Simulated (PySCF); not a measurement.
Atom-mapped SMILES (the numbers label the heavy atoms): `[CH3:1][CH2:2][C@:3]12[CH2:4][C@H:5]3[CH2:6][C@H:7]([CH2:8][C@H:9]([CH2:10]3)[CH2:11]1)[CH2:12]2`. Hydrogens are named by the atom that carries them. Ha(C8) is cis to C4 on the ring; Ha(C10) is cis to C6 on the ring; Ha(C6) is cis to C8 on the ring; Hb(C8) is trans to C4 on the ring; Hb(C10) is trans to C6 on the ring; Hb(C6) is trans to C8 on the ring.

Non-relativistic Hamiltonian, fast rotation and ring inversion assumed for equivalent nuclei, one conformer, no solvent. Shieldings: GIAO CAM-B3LYP/pcSseg-1; geometry from PBE0-D3(BJ)/def2-SVP; PySCF 2.14.

δ = σ(ref) − σ, references computed at the same level: 13C (σref 182.45) and 1H (σref 31.33) vs TMS.

```csv
atoms,nucleus,count,δ (ppm)
H(C1),1H,3,0.86
C6/C8/C10,13C,3,40.2
C2,13C,1,39.9
C4/C11/C12,13C,3,?
Ha(C6)/Hb(C8)/Ha(C10),1H,3,?
C3,13C,1,32.0
C1,13C,1,8.2
C5/C7/C9,13C,3,30.9
Hb(C6)/Ha(C8)/Hb(C10),1H,3,?
H(C2),1H,2,0.91
H(C5)/H(C7)/H(C9),1H,3,?
H(C4)/H(C11)/H(C12),1H,6,1.28
```

Fill in the missing shifts.

Results:


- C4/C11/C12: 44.7 ppm, sp3 CH2 in a ring; a saturated carbon with 2 carbon neighbours and no heteroatom attached
- H(C5)/H(C7)/H(C9): 1.60 ppm, hydrogen on an sp3 CH in a ring; far from electronegative atoms and π systems
- Ha(C6)/Hb(C8)/Ha(C10): 1.56 ppm, hydrogen on an sp3 CH2 in a ring; far from electronegative atoms and π systems
- Hb(C6)/Ha(C8)/Hb(C10): 1.50 ppm, hydrogen on an sp3 CH2 in a ring; far from electronegative atoms and π systems

Shifts are as computed, not scaled to solution data. Of 1313 compounds with measured shifts, 239 miss one by over three times the rms of a fit or turn the order of signals round; such compounds aren't used in these exercises.
